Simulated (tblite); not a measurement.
A geometry optimisation, step by step.

C2H11N3Si3.
Numbering: `[N:1]#[C:2][CH2:3][Si@@H:4]([NH2:5])[Si@H:6]([NH2:7])[SiH3:8]` (hydrogens: H9, H10 on C3; H11 on Si4; H12, H13 on N5; H14 on Si6; H15, H16 on N7; H17, H18, H19 on Si8)

Computed with GFN2-xTB (tblite), gas phase: L-BFGS steps from a force-field or distance-geometry start until the largest atomic force falls under 0.01 eV/Å. 5 of its 244 geometries are shown.

Step 0: E = -647.0603 eV, largest atomic force 2.799 eV/Å
```
atom  x, y, z in Å  |  force x, y, z in eV/Å
N1     -3.498    0.749    2.144    1.666   0.422  -2.209
C2     -2.768    0.934    1.252   -0.532  -0.009   1.246
C3     -1.798    1.156    0.168   -1.810   1.140   0.608
Si4    -1.014   -0.469   -0.284   -1.714  -1.493  -0.465
N5     -1.270   -0.720   -1.998   -1.121  -0.790  -0.013
Si6     1.037   -0.707    0.446    1.174   0.091   1.773
N7      1.238    0.212    1.976    0.965  -0.370  -0.555
Si8     2.624    0.015   -0.941    1.068   0.237  -0.672
H9     -1.061    1.910    0.486   -0.408  -0.242  -0.061
H10    -2.390    1.560   -0.689    0.474  -0.124   0.546
H11    -1.843   -1.505    0.420    0.039   0.189  -0.074
H12    -0.855   -1.596   -2.375   -0.543   1.036   0.319
H13    -2.318   -0.764   -2.135    1.618  -0.018  -0.268
H14     1.310   -2.125    0.731   -0.058  -0.033   0.194
H15     1.601    1.185    1.786   -0.309  -1.529   0.690
H16     1.875   -0.338    2.606   -0.780   1.299  -0.681
H17     2.727   -0.790   -2.159    0.056   0.192  -0.079
H18     2.503    1.453   -1.226    0.071  -0.104  -0.140
H19     3.889   -0.150   -0.215    0.143   0.106  -0.157
```

Step 61: E = -647.9196 eV, largest atomic force 0.087 eV/Å
```
atom  x, y, z in Å  |  force x, y, z in eV/Å
N1     -3.470    1.065    2.191    0.057   0.013  -0.025
C2     -2.761    1.103    1.291   -0.065   0.010   0.057
C3     -1.886    1.106    0.170   -0.014   0.024   0.015
Si4    -1.108   -0.641   -0.108    0.038  -0.019   0.023
N5     -1.054   -0.698   -1.836    0.033  -0.008  -0.001
Si6     1.119   -0.746    0.527   -0.043   0.010   0.001
N7      1.222   -0.016    2.096   -0.013  -0.014  -0.038
Si8     2.636    0.002   -1.083   -0.019  -0.004   0.025
H9     -1.111    1.855    0.332    0.002   0.002  -0.019
H10    -2.456    1.399   -0.713    0.000   0.009   0.006
H11    -2.080   -1.594    0.468   -0.002   0.013   0.013
H12    -0.594   -1.480   -2.270    0.022  -0.014  -0.046
H13    -1.871   -0.455   -2.376   -0.012  -0.013   0.005
H14     1.464   -2.146    0.853   -0.001  -0.013  -0.005
H15     0.884    0.916    2.268   -0.029   0.000  -0.038
H16     2.045   -0.177    2.652    0.029  -0.005   0.027
H17     2.524   -0.803   -2.304    0.018   0.002  -0.014
H18     2.444    1.398   -1.497   -0.016   0.011   0.012
H19     4.043   -0.077   -0.670    0.013  -0.002   0.001
```

Step 122: E = -648.0147 eV, largest atomic force 0.099 eV/Å
```
atom  x, y, z in Å  |  force x, y, z in eV/Å
N1     -1.967    1.558    2.518    0.042   0.001  -0.090
C2     -1.938    1.359    1.388   -0.042   0.023   0.063
C3     -1.886    1.049    0.003    0.000   0.032   0.019
Si4    -1.164   -0.730   -0.232   -0.010  -0.013  -0.003
N5     -1.075   -0.847   -1.956   -0.006  -0.033  -0.011
Si6     1.020   -0.811    0.514    0.018  -0.019   0.027
N7      0.947   -0.162    2.107    0.037  -0.044  -0.034
Si8     2.582    0.177   -0.906    0.012   0.008   0.005
H9     -1.245    1.773   -0.503   -0.024  -0.016   0.016
H10    -2.892    1.138   -0.407    0.008  -0.034  -0.035
H11    -2.201   -1.604    0.360    0.003   0.002   0.003
H12    -0.550   -1.607   -2.355   -0.023   0.021   0.014
H13    -1.907   -0.698   -2.507    0.016   0.021  -0.003
H14     1.429   -2.226    0.706   -0.012   0.001  -0.011
H15     0.189    0.413    2.432   -0.018   0.041   0.020
H16     1.770   -0.013    2.663    0.019  -0.007   0.002
H17     2.640   -0.533   -2.191    0.018   0.001   0.008
H18     2.278    1.573   -1.248    0.001   0.014   0.016
H19     3.961    0.197   -0.393   -0.039   0.000  -0.007
```

Step 182: E = -648.0503 eV, largest atomic force 0.024 eV/Å
```
atom  x, y, z in Å  |  force x, y, z in eV/Å
N1     -1.242    2.062    2.106    0.012   0.009   0.017
C2     -1.595    1.631    1.104   -0.008  -0.002  -0.009
C3     -1.972    1.027   -0.123    0.006  -0.010   0.002
Si4    -1.210   -0.750   -0.229    0.009  -0.021   0.008
N5     -1.157   -0.977   -1.944    0.001   0.001   0.013
Si6     0.987   -0.846    0.487    0.003  -0.004  -0.005
N7      0.890   -0.499    2.177   -0.008  -0.011   0.000
Si8     2.544    0.394   -0.730   -0.001   0.002  -0.003
H9     -1.599    1.635   -0.948    0.012   0.007   0.001
H10    -3.060    0.994   -0.185    0.007   0.006   0.000
H11    -2.231   -1.584    0.450   -0.003   0.004  -0.012
H12    -0.684   -1.788   -2.304   -0.003  -0.018  -0.003
H13    -1.982   -0.803   -2.497    0.001   0.005  -0.003
H14     1.428   -2.262    0.489   -0.011   0.015   0.008
H15     0.382    0.314    2.491    0.001  -0.001  -0.012
H16     1.710   -0.619    2.750   -0.003   0.005   0.000
H17     2.789   -0.182   -2.058   -0.003   0.012   0.003
H18     2.131    1.784   -0.958   -0.006   0.000   0.000
H19     3.862    0.481   -0.085   -0.005   0.002  -0.004
```

Step 243: E = -648.0576 eV, largest atomic force 0.010 eV/Å
```
atom  x, y, z in Å  |  force x, y, z in eV/Å
N1     -1.132    2.087    2.042    0.003   0.000   0.001
C2     -1.467    1.663    1.030   -0.004  -0.004  -0.006
C3     -1.827    1.061   -0.203    0.002  -0.002   0.000
Si4    -1.217   -0.777   -0.218   -0.009  -0.002   0.003
N5     -1.186   -1.103   -1.917    0.001   0.000  -0.002
Si6     0.980   -0.891    0.496   -0.004   0.003  -0.004
N7      0.869   -0.615    2.200    0.004  -0.004  -0.003
Si8     2.439    0.497   -0.682    0.003  -0.001  -0.001
H9     -1.350    1.610   -1.016   -0.001  -0.001   0.000
H10    -2.907    1.125   -0.332    0.003   0.003   0.002
H11    -2.299   -1.493    0.499    0.001   0.002   0.003
H12    -0.809   -1.983   -2.225   -0.006   0.005   0.000
H13    -1.982   -0.866   -2.488    0.003  -0.005   0.004
H14     1.459   -2.290    0.447    0.009  -0.001   0.003
H15     0.381    0.206    2.528   -0.004  -0.001   0.001
H16     1.686   -0.762    2.772   -0.003   0.004   0.000
H17     2.653    0.036   -2.058    0.003   0.004  -0.002
H18     1.921    1.868   -0.790    0.002   0.006  -0.001
H19     3.778    0.634   -0.091   -0.003  -0.007   0.003
```

**Question.** Summarise the path.

**Answer.** The energy falls by 23.00 kcal/mol from step 0 to step 243; nine tenths of that is first reached at step 103. It rises by more than 0.2 meV at step 99. The largest force goes from 2.799 to 0.010 eV/Å. Among the bonds Si4–Si6 changes most, from 2.190 to 2.313 Å; the atoms move by 1.034 Å rms after alignment.

**Question.** Follow the three bonds and two angles with the largest change from start to end.

**Answer.** 
| step | E above end (kcal/mol) | largest force (eV/Å) | Si4–Si6 (Å) | Si6–Si8 (Å) | C3–Si4 (Å) | Si6–Si4–H11 (°) | Si4–N5–H13 (°) |
| --- | --- | --- | --- | --- | --- | --- | --- |
| 0 | 23.00 | 2.799 | 2.190 | 2.228 | 1.861 | 106.6 | 106.1 |
| 11 | 6.09 | 0.219 | 2.344 | 2.320 | 1.954 | 112.6 | 119.3 |
| 21 | 4.66 | 0.168 | 2.327 | 2.328 | 1.937 | 117.1 | 117.3 |
| 32 | 4.11 | 0.115 | 2.316 | 2.328 | 1.935 | 117.9 | 118.4 |
| 42 | 3.89 | 0.130 | 2.321 | 2.330 | 1.930 | 116.9 | 119.1 |
| 53 | 3.35 | 0.120 | 2.317 | 2.329 | 1.935 | 118.4 | 119.6 |
| 63 | 3.16 | 0.067 | 2.315 | 2.334 | 1.935 | 120.2 | 119.7 |
| 74 | 3.04 | 0.045 | 2.313 | 2.335 | 1.937 | 119.8 | 119.4 |
| 85 | 2.94 | 0.073 | 2.311 | 2.334 | 1.935 | 119.5 | 119.8 |
| 95 | 2.63 | 0.100 | 2.309 | 2.334 | 1.934 | 122.0 | 120.3 |
| 106 | 1.99 | 0.152 | 2.310 | 2.329 | 1.934 | 123.3 | 119.6 |
| 116 | 1.17 | 0.161 | 2.314 | 2.335 | 1.941 | 120.7 | 120.6 |
| 127 | 0.92 | 0.064 | 2.310 | 2.332 | 1.933 | 120.4 | 119.9 |
| 137 | 0.71 | 0.112 | 2.308 | 2.329 | 1.933 | 119.8 | 119.4 |
| 148 | 0.56 | 0.070 | 2.311 | 2.330 | 1.934 | 119.8 | 120.0 |
| 158 | 0.44 | 0.055 | 2.312 | 2.333 | 1.936 | 119.5 | 119.9 |
| 169 | 0.24 | 0.057 | 2.311 | 2.336 | 1.939 | 119.1 | 119.4 |
| 180 | 0.17 | 0.021 | 2.312 | 2.333 | 1.937 | 119.3 | 119.7 |
| 190 | 0.13 | 0.066 | 2.311 | 2.333 | 1.938 | 120.6 | 119.6 |
| 201 | 0.07 | 0.042 | 2.312 | 2.333 | 1.938 | 121.2 | 120.1 |
| 211 | 0.06 | 0.033 | 2.314 | 2.332 | 1.939 | 121.2 | 120.0 |
| 222 | 0.03 | 0.011 | 2.313 | 2.333 | 1.938 | 121.2 | 119.5 |
| 232 | 0.02 | 0.020 | 2.313 | 2.334 | 1.938 | 121.2 | 119.9 |
| 243 | 0.00 | 0.010 | 2.313 | 2.333 | 1.937 | 121.4 | 119.9 |

What follows is the cost of the whole relaxation. Hardware: one thread of an Arm Neoverse V2, shared host with 192 logical CPUs at a one-minute load of 64. Cost: 2.1 s wall.
